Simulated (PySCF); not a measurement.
Molecule: sum formula SiNH₂Br₃, net charge 0, singlet state. 
Geometry from a B3LYP-D3(BJ)/def2-TZVP (Ansatz) optimisation:
```xyz
7

Si     0.4875     0.0510    -0.1132
Br     0.1283    -0.5338     2.0094
Br    -0.3743    -1.5419    -1.3891
Br    -0.5237     1.9948    -0.4400
N      2.1117     0.2340    -0.5397
H      2.6984    -0.5716    -0.6911
H      2.6299     1.0507    -0.2557
```
Charge 0, spin multiplicity 1.

Dispersion corrections to the total energy (kcal/mol) from the dftd3 and dftd4 libraries through PySCF: D3(BJ) without and D4 with the three-body term, each with the damping fitted for the functional named.

```
functional  D3(BJ)      D4
----------  ------  ------
TPSS         -8.72     ___
BHLYP       -11.32  -10.96
PW6B95       -4.85   -5.33
r2SCAN       -1.83   -1.57
HSE06        -5.58   -5.93
B2PLYP       -6.84     ___
BLYP        -15.24     ___
```

Q: Complete the blanks.

A: 
- TPSS, D4: -9.70
- B2PLYP, D4: -5.04
- BLYP, D4: -15.30
